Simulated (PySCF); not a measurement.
**Radial density of Mg (magnesium, neutral)**

B97-3, [Ne] 3s1 3p1, 3s spin antiparallel (an excited configuration). Computed with PySCF 2.14 in aug-cc-pVTZ with one added diffuse shell each of s, p, d, f type (7s6p4d3f, 66 functions), with no relativity, point nucleus.

| r (bohr) | 4πr²ρ (e/bohr) | 4πr²(ρα − ρβ) |
| --- | --- | --- |
| 0.00188 | 0.04622 | -0.0001 |
| 0.00316 | 0.1266 | -0.0002 |
| 0.00531 | 0.3405 | -0.0005 |
| 0.00893 | 0.8830 | -0.0014 |
| 0.0150 | 2.160 | -0.0034 |
| 0.0253 | 4.785 | -0.0074 |
| 0.0425 | 8.991 | -0.0133 |
| 0.0715 | 12.88 | -0.0159 |
| 0.120 | 12.12 | -0.0044 |
| 0.202 | 7.786 | 0.0103 |
| 0.340 | 8.983 | -0.0210 |
| 0.572 | 10.79 | -0.0347 |
| 0.962 | 4.840 | -0.0024 |
| 1.62 | 0.8346 | -0.1633 |
| 2.72 | 0.5960 | -0.1523 |
| 4.58 | 0.3030 | 0.0931 |
| 7.70 | 0.04322 | 0.0359 |
| 13.0 | 0.0006574 | 0.0006 |

With the s spin flipped the determinant is a mixture of two multiplicities, not a spectroscopic state.
